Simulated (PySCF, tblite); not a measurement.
Isomers of C7H12SSi. Method: GFN2-xTB as coded in tblite; computed harmonic values from a numerical Hessian at the method's own geometry, unscaled. Errors from tens to a few hundred cm⁻¹ against measured bands are possible. Modes of hydrogen on silicon can be 10 to 20 % off. One conformer each.

Electronic energies: PBE0/pcSseg-1 single points on the GFN2-xTB geometries (PySCF, gas phase).

```json
{"SMILES": "CC(=S)[C@@H]1CC=C[SiH2]C1", "electronic energy, lowest = 0 (kcal/mol)": "13.7"}
{"SMILES": "C#C[C@@]1([SiH3])CCCSC1", "electronic energy, lowest = 0 (kcal/mol)": "43.4"}
{"SMILES": "C#C[SiH2]/C(=C\\SC)CC", "electronic energy, lowest = 0 (kcal/mol)": "51.5"}
{"SMILES": "C1=C(C2CCCC2)S[SiH2]1", "electronic energy, lowest = 0 (kcal/mol)": "0.0"}
```

**Question.** How do GFN2-xTB zero-point energies change the relative energies?

**Answer.** 
```tsv
SMILES	ZPE (kcal/mol)	of it from modes above 1550 cm⁻¹	electronic (kcal/mol)	with ZPE, lowest = 0 (kcal/mol)	lowest mode (cm⁻¹)	rings
C1=C(C2CCCC2)S[SiH2]1	105.8	51.8	0.0	0.0	9	2
CC(=S)[C@@H]1CC=C[SiH2]C1	103.8	51.5	13.7	11.6	41	1
C#C[C@@]1([SiH3])CCCSC1	101.8	51.9	43.4	39.4	93	1
C#C[SiH2]/C(=C\SC)CC	100.4	55.4	51.5	46.0	18	0
```

The zero-point energies span 5.4 kcal/mol, from `C#C[SiH2]/C(=C\SC)CC` to `C1=C(C2CCCC2)S[SiH2]1`. The order is unchanged.

**Question.** And how do the electronic energies of GFN2-xTB itself compare?

**Answer.** `C1=C(C2CCCC2)S[SiH2]1` 0.0; `CC(=S)[C@@H]1CC=C[SiH2]C1` 29.9; `C#C[C@@]1([SiH3])CCCSC1` 39.6; `C#C[SiH2]/C(=C\SC)CC` 70.0 kcal/mol, lowest = 0. Against the energies above, taken from the same isomer `C1=C(C2CCCC2)S[SiH2]1`, the largest difference is 18.5 kcal/mol.
